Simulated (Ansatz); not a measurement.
Species: C$_{3}$H$_{10}$GeO$_{3}$, SMILES `C[CH](C)[Ge]([OH])([OH])[OH]` (charge 0, multiplicity 1).

### Question
Give a relaxed geometry from Ansatz (an electronic-structure program) with B3LYP-D3(BJ)/def2-SVP.

### Answer
Several could match; the one computed here: the end point of this relaxation, one of several conformers (outside a Z-matrix the atoms follow the SMILES, hydrogens last).
Z-matrix (Å, degrees):
```
C
H 1 1.1039
C 1 1.5327 2 109.38
H 3 1.1010 1 111.63 2 56.88
H 3 1.1023 4 107.85 1 -122.05
H 3 1.1032 4 108.02 5 -116.01
C 1 1.5328 2 109.32 3 -124.28
H 7 1.1010 1 111.52 2 -57.06
H 7 1.1023 8 107.87 1 122.11
H 7 1.1032 8 108.00 9 116.06
Ge 1 1.9483 2 105.14 7 -117.78
O 11 1.7852 1 112.09 2 -64.32
H 12 0.9671 11 110.91 1 127.42
O 11 1.7852 12 107.67 13 4.00
H 14 0.9672 11 110.80 12 -109.85
O 11 1.7864 12 107.17 13 -111.03
H 16 0.9669 11 111.04 12 4.48
```
